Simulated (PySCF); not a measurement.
Species: (H2Ga-mu-NH2)3.
Bonds: Ga1–N4, Ga1–N12, N4–Ga5, Ga5–N8, N8–Ga9, Ga9–N12. Hydrogens: H2, H3 on Ga1; H13, H14 on N4; H6, H7 on Ga5; H15, H16 on N8; H10, H11 on Ga9; H17, H18 on N12.

Method used: PySCF 2.14.0, PBE0-D3(BJ)/def2-SVP geometry optimisation, gas phase.

(1) Give the optimised bond lengths and angles.

Results:

(1) 
```csv
bond,length (Å)
Ga1–H2 and 5 like bonds,1.576
Ga1–N4 and 5 like bonds,2.009
N4–H13 and 5 like bonds,1.022
```

Bonds in one row agree within 0.01 Å and their mean is given. A selection of angles:
```csv
angle,degrees
H2–Ga1–H3,124.3
H2–Ga1–N4,109.5
H2–Ga1–N12,106.1
N4–Ga1–N12,98.4
Ga1–N4–Ga5,114.8
Ga1–N4–H13,108.4
Ga1–N4–H14,109.9
H13–N4–H14,105.0
N4–Ga5–H6,108.0
N4–Ga5–N8,99.4
Ga5–N8–Ga9,116.9
Ga9–N12–H17,110.6
```

Dihedral angles: N12–Ga1–N4–Ga5 41° (synclinal); N4–Ga1–N12–Ga9 39° (synclinal); Ga1–N4–Ga5–N8 -77° (synclinal); N4–Ga5–N8–Ga9 30°; Ga5–N8–Ga9–N12 33° (synclinal); N8–Ga9–N12–Ga1 -77° (synclinal).

N4 (nitrogen bonded to 2 Ga and 2 H) is distorted tetrahedral (angles from 105.0° to 114.8°). Ga1 (gallium bonded to 2 N and 2 H) is distorted tetrahedral (angles from 98.4° to 124.3°).

PBE0-D3(BJ)/def2-SVP frequencies: not computed here. One conformer, not necessarily the lowest.
